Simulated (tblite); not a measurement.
Input of a run (GFN2-xTB geometry optimisation, gas phase (tblite 0.8.0)), started from a force field or distance geometry:
```
{"job": {"kind": "relax", "xc": "GFN2-xTB", "basis": "xTB"}, "charge": 0, "multiplicity": 1}
C      3.545600     0.546500    -2.243800
C      3.058500     0.590300    -0.999600
C      2.885600    -0.622600    -0.111300
C      1.458300    -0.739200     0.242700
C      0.296900    -0.841200     0.553700
Si    -1.525200    -0.936500     0.976500
C     -2.223700    -2.610000     0.627900
Si    -2.663000     0.630600    -0.269500
Si    -1.724800     2.648200     0.249300
H      3.644000     1.461300    -2.815500
H      3.813900    -0.385700    -2.723100
H      2.793500     1.545100    -0.554900
H      3.482600    -0.500700     0.797000
H      3.219200    -1.531800    -0.621800
H     -1.704300    -0.615900     2.424200
H     -3.290100    -2.658300     0.900400
H     -2.121600    -2.876500    -0.421900
H     -1.711400    -3.386700     1.217800
H     -4.118800     0.600200     0.088300
H     -2.549400     0.326400    -1.724500
H     -2.440600     3.753200    -0.464000
H     -1.841400     2.918300     1.709000
H     -0.288600     2.711900    -0.124100
```

Output (eV, eV/Å):
```
step      E/eV     max force
  0    -681.22656    1.520
  1    -681.28958    1.211
  2    -681.30772    1.592
  3    -681.32656    0.712
  4    -681.33945    0.406
  5    -681.34912    0.255
  6    -681.36151    0.277
  7    -681.36884    0.253
  8    -681.37985    0.250
  9    -681.38749    0.221
 10    -681.39323    0.137
 11    -681.39681    0.117
 12    -681.39957    0.134
 13    -681.40187    0.122
 14    -681.40417    0.120
 15    -681.40654    0.101
 16    -681.40892    0.105
 17    -681.41100    0.110
 18    -681.41260    0.079
 19    -681.41396    0.078
 20    -681.41552    0.115
 21    -681.41724    0.144
 22    -681.41861    0.117
 23    -681.41948    0.061
 24    -681.42019    0.060
 25    -681.42116    0.078
 26    -681.42248    0.114
 27    -681.42384    0.102
 28    -681.42484    0.069
 29    -681.42556    0.056
 30    -681.42622    0.060
 31    -681.42685    0.066
 32    -681.42741    0.055
 33    -681.42793    0.055
 34    -681.42851    0.067
 35    -681.42913    0.068
 36    -681.42963    0.056
 37    -681.42993    0.033
 38    -681.43014    0.033
 39    -681.43032    0.041
 40    -681.43049    0.036
 41    -681.43062    0.025
 42    -681.43074    0.028
 43    -681.43087    0.029
 44    -681.43104    0.037
 45    -681.43121    0.037
 46    -681.43136    0.031
 47    -681.43147    0.032
 48    -681.43160    0.030
 49    -681.43177    0.043
 50    -681.43203    0.049
 51    -681.43235    0.040
 52    -681.43267    0.037
 53    -681.43290    0.026
 54    -681.43307    0.030
 55    -681.43322    0.026
 56    -681.43337    0.031
 57    -681.43351    0.032
 58    -681.43365    0.029
 59    -681.43379    0.033
 60    -681.43392    0.031
 61    -681.43401    0.018
 62    -681.43409    0.019
 63    -681.43415    0.021
 64    -681.43422    0.027
 65    -681.43427    0.019
 66    -681.43432    0.011
 67    -681.43435    0.013
 68    -681.43439    0.018
 69    -681.43445    0.019
 70    -681.43450    0.017
 71    -681.43456    0.019
 72    -681.43461    0.018
 73    -681.43466    0.021
 74    -681.43472    0.016
 75    -681.43475    0.011
 76    -681.43478    0.011
 77    -681.43482    0.019
 78    -681.43486    0.025
 79    -681.43490    0.023
 80    -681.43493    0.013
 81    -681.43496    0.013
 82    -681.43499    0.014
 83    -681.43502    0.021
 84    -681.43506    0.020
 85    -681.43510    0.011
 86    -681.43513    0.013
 87    -681.43517    0.020
 88    -681.43524    0.028
 89    -681.43533    0.028
 90    -681.43542    0.025
 91    -681.43548    0.028
 92    -681.43555    0.026
 93    -681.43565    0.039
 94    -681.43579    0.042
 95    -681.43594    0.027
 96    -681.43608    0.025
 97    -681.43619    0.023
 98    -681.43631    0.033
 99    -681.43642    0.027
100    -681.43651    0.018
101    -681.43659    0.021
102    -681.43670    0.036
103    -681.43686    0.050
104    -681.43703    0.046
105    -681.43716    0.025
106    -681.43723    0.018
107    -681.43728    0.022
108    -681.43734    0.063
109    -681.43743    0.034
110    -681.43754    0.030
111    -681.43769    0.029
112    -681.43777    0.022
113    -681.43787    0.033
114    -681.43808    0.021
115    -681.43816    0.019
116    -681.43823    0.017
117    -681.43831    0.017
118    -681.43842    0.022
119    -681.43858    0.024
120    -681.43877    0.027
121    -681.43895    0.028
122    -681.43905    0.033
123    -681.43920    0.027
124    -681.43932    0.024
125    -681.43952    0.024
126    -681.43962    0.021
127    -681.43977    0.021
128    -681.43987    0.022
129    -681.43998    0.024
130    -681.44007    0.020
131    -681.44015    0.020
132    -681.44023    0.017
133    -681.44031    0.015
134    -681.44038    0.018
135    -681.44048    0.023
136    -681.44056    0.023
137    -681.44064    0.023
138    -681.44070    0.018
139    -681.44078    0.019
140    -681.44085    0.024
141    -681.44091    0.019
142    -681.44097    0.015
143    -681.44105    0.020
144    -681.44113    0.022
145    -681.44123    0.022
146    -681.44131    0.021
147    -681.44139    0.020
148    -681.44145    0.019
149    -681.44152    0.027
150    -681.44161    0.025
151    -681.44171    0.027
152    -681.44182    0.023
153    -681.44198    0.030
154    -681.44215    0.032
155    -681.44235    0.026
156    -681.44259    0.032
157    -681.44288    0.038
158    -681.44318    0.042
159    -681.44349    0.066
160    -681.44395    0.053
161    -681.44468    0.039
162    -681.44513    0.048
163    -681.44562    0.058
164    -681.44608    0.044
165    -681.44645    0.032
166    -681.44662    0.030
167    -681.44677    0.024
168    -681.44695    0.023
169    -681.44715    0.029
170    -681.44734    0.031
171    -681.44756    0.033
172    -681.44775    0.030
173    -681.44786    0.016
174    -681.44793    0.017
175    -681.44799    0.018
176    -681.44806    0.021
177    -681.44815    0.020
178    -681.44825    0.025
179    -681.44836    0.030
180    -681.44852    0.030
181    -681.44873    0.038
182    -681.44897    0.037
183    -681.44924    0.044
184    -681.44953    0.041
185    -681.44986    0.036
186    -681.45024    0.051
187    -681.45066    0.054
188    -681.45108    0.061
189    -681.45155    0.048
190    -681.45196    0.050
191    -681.45248    0.051
192    -681.45299    0.060
193    -681.45359    0.086
194    -681.45406    0.050
195    -681.45449    0.034
196    -681.45471    0.028
197    -681.45494    0.044
198    -681.45517    0.042
199    -681.45541    0.023
200    -681.45553    0.022
201    -681.45563    0.024
202    -681.45575    0.024
203    -681.45589    0.027
204    -681.45605    0.025
205    -681.45618    0.023
206    -681.45630    0.022
207    -681.45642    0.018
208    -681.45653    0.022
209    -681.45665    0.023
210    -681.45680    0.049
211    -681.45696    0.127
212    -681.45723    0.044
213    -681.45754    0.096
214    -681.45790    0.055
215    -681.45824    0.071
216    -681.45873    0.058
217    -681.46065    0.119
218    -681.46122    0.111
219    -681.46265    0.072
220    -681.46368    0.046
221    -681.46470    0.078
222    -681.46532    0.081
223    -681.46471    0.161
224    -681.46616    0.039
225    -681.46638    0.030
226    -681.46679    0.029
227    -681.46701    0.033
228    -681.46723    0.030
229    -681.46740    0.030
230    -681.46751    0.018
231    -681.46757    0.016
232    -681.46760    0.016
233    -681.46764    0.011
234    -681.46767    0.009
```

Summarise the run.

The energy falls by 23.3 kJ/mol over 234 L-BFGS steps, the largest force on an atom goes from 1.52 to 0.009 eV/Å, and the atoms move by 1.035 Å rms after alignment. The bond that changes most is Si6–C7 (SiH silicon to Si-methyl carbon), which lengthens by 0.058 Å. Bonds longer at the end by more than 0.005 Å: 3 of 22; shorter: 13. Among the angles that change most is Si6–Si8–Si9, from 106.0° to 115.2°. Among the dihedrals that turn most is C7–Si6–Si8–H20, from -59° to 19°. The energy rose by more than 1e-5 eV at step 223. The first step brought 26 % of the lowering.

What are the final bond lengths?

C1=C2 1.319 Å, C2–C3 1.502 Å, C3–C4 1.452 Å, C4≡C5 1.206 Å, C5–Si6 1.850 Å, Si6–C7 1.905 Å, Si6–Si8 2.328 Å, Si8–Si9 2.313 Å, C1–H10 1.077 Å, C1–H11 1.079 Å, C2–H12 1.082 Å, C3–H13 1.096 Å, C3–H14 1.094 Å, Si6–H15 1.476 Å, C7–H16 1.087 Å, C7–H17 1.087 Å, C7–H18 1.086 Å, Si8–H19 1.475 Å, Si8–H20 1.476 Å, Si9–H21 1.467 Å, Si9–H22 1.466 Å, Si9–H23 1.465 Å. Numbering counts from 1 in the input's order; the species is `C=CCC#C[Si@H](C)[SiH2][SiH3]`.

Hardware: one thread, Arm Neoverse V1 (aarch64), no GPU, shared host with 32 logical CPUs at a one-minute load of 29. Cost: 2.9 s of wall time.

Its lowest GFN2-xTB frequency is 13 cm⁻¹, too small to tell a flat minimum from a shallow saddle. The numbers are those of one conformer. 3 starts were optimised and ended at 0.00, 1.02 and 1.17 kcal/mol (GFN2-xTB); the lowest of these is shown.

These are computed values.
